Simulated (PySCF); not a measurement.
C2H2Cl2Si, SMILES C([SiH](Cl)Cl)#C. Atoms are numbered in the order given.

```xyz
7

Si    -0.0107    -0.5386     0.0000
Cl    -0.9281     0.2226     1.6850
Cl    -0.9281     0.2226    -1.6850
C      1.7385    -0.0401     0.0000
C      2.9131     0.2769     0.0000
H     -0.1547    -2.0076     0.0000
H      3.9507     0.5598     0.0000
```

The structure is a stationary point at B3LYP-D3(BJ)/def2-SVP.

These are ωB97X/def2-TZVP run with PySCF values and carry that method's errors.

Gas-phase values at a fixed geometry.

Computed frontier levels, gap, dipole moment and polarisability:
highest occupied level: -11.19 eV
lowest empty level: 1.18 eV
orbital gap: 12.36 eV
dipole moment: 1.98 D
quadrupole, principal values (traceless, Buckingham form, about the centre of nuclear charge): -6.79, -3.00, 9.79 D·Å
mean static polarisability: 66.2 bohr³ (9.81 Å³)
polarisability, principal values: 51.5, 64.7, 82.4 bohr³
